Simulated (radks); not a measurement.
Task: Sc XVI, 6 electrons, occupied as [He] 2s2 2p2. Method: Dirac Kohn-Sham, PBE, spin-unpolarised, spherical densities, point nucleus; open shells are shared between the two j in proportion to 2j + 1; computed with a radial shooting solver on a logarithmic mesh with Libxc functionals. Some entries of the table are withheld. Estimate them.

orbital,occ.,eigenvalue (hartree),<1/r> (bohr^-1)
1s1/2,2,(1),(2)
2s1/2,2,-37.66463,4.722
2p1/2,0.666667,-35.51808,4.660
2p3/2,1.33333,-35.29952,4.609

Result: 
(1) 1s1/2 eigenvalue (hartree): -187.2614
(2) 1s1/2 <1/r> (bohr^-1): 20.83
